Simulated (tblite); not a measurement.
C8H5O2 (doublet state).
Bonds: O1–C2 (double), C2–C3, C3–O4 (double), C3–C5, C5–C6 (aromatic), C6–C7 (aromatic), C7–C8 (aromatic), C8–C9 (aromatic), C9–C10 (aromatic), C5–C10 (aromatic). Hydrogens: H11 on C2; H12 on C6; H13 on C7; H14 on C9; H15 on C10.

The geometry is computed with GFN2-xTB (gas phase). This method treats the open shell by occupation alone, without spin polarisation.

(1) What internal coordinates does the optimisation give?

Results:

(1) 
```csv
bond,length (Å)
O1=C2,1.199
C2–C3,1.525
C3=O4,1.217
C3–C5,1.474
"C5–C6, C5–C10",1.399
"C6–C7, C9–C10",1.389
"C7–C8, C8–C9",1.364
C2–H11,1.107
"C6–H12, C10–H15",1.079
"C7–H13, C9–H14",1.079
```

Bonds in one row agree within 0.01 Å and their mean is given. A selection of angles:
```csv
angle,degrees
O1–C2–C3,128.1
C2–C3–O4,116.5
C2–C3–C5,120.7
O4–C3–C5,122.7
C3–C5–C6,116.7
C3–C5–C10,123.5
C6–C5–C10,119.8
C5–C6–C7,120.5
C6–C7–C8,117.0
C7–C8–C9,125.4
```

Torsions: O1–C2–C3–O4 180° (antiperiplanar); C2–C3–C5–C6 180° (antiperiplanar).

The 6-membered ring C5–C6–C7–C8–C9–C10 has internal angles of 117.0° to 125.4°; it is planar, 0.00 Å rms from its mean plane, widest ring torsion 0°. C5 (carbon bonded to 3 C) is planar (angles 123.5°, 119.8° and 116.7°, sum 360.0°, 0.00 Å off the plane of its three neighbours). C2 (carbon bonded to C, O and H) is planar (angles 128.1°, 122.1° and 109.8°, sum 360.0°, 0.00 Å off the plane of its three neighbours). The C–C distances run from 1.364 Å (C8–C9, aromatic) to 1.525 Å (C2–C3, drawn single), a spread of 0.161 Å. C3 (carbon bonded to 2 C and O) is planar (angles 122.7°, 120.7° and 116.5°, sum 360.0°, 0.00 Å off the plane of its three neighbours). C7 (carbon bonded to 2 C and H) is planar (angles 122.4°, 120.7° and 117.0°, sum 360.0°, 0.00 Å off the plane of its three neighbours). The 10 heavy atoms lie in one plane (0.001 Å rms).

Point group: Cs (every atom within 0.08 Å of its image). GFN2-xTB frequencies show an imaginary mode (101i cm⁻¹), so the point is no minimum at that level.

The run took 0.18 s wall on one thread of an Arm Neoverse V1, shared host with 32 logical CPUs at a one-minute load of 27. That covers the optimisation of the geometry.

One conformer stands for the species.
